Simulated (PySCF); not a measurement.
**Electronic structure of Ga³⁺ (gallium, charge +3) at the UHF level**

Configuration: [Ar] 3d10, closed-shell 1S. Computed with PySCF 2.14 in x2c-TZVPall, with the spin-free X2C one-electron Hamiltonian (Gaussian nucleus).

- Total energy: -1940.188949 hartree
- One-electron energy: -2671.7434 hartree
- Hartree (Coulomb) energy: 805.4709 hartree
- Exchange energy: -73.9164 hartree
- ⟨S²⟩: 0.0000
- ⟨L²⟩: 0.000
- Sum of ⟨r⟩: 14.82 bohr
- Sum of ⟨r²⟩: 12.26 bohr²
- Langevin diamagnetic susceptibility: -9.71 ×10⁻⁶ cm³/mol
- Time after the integrals: 0.17 s of wall time on 1 thread of Neoverse-N1 (shared host)

```tsv
shell	electrons	mean orbital energy (eV)	rms radius, mean of both spins (bohr)
1s	2	-10474.9	0.0560
2s	2	-1374.2	0.236
2p	6	-1196.3	0.211
3s	2	-212.08	0.699
3p	6	-156.43	0.736
3d	10	-65.007	0.875
```

Densities and radii are taken from the X2C orbitals without a picture-change correction, which distorts them close to the nucleus.
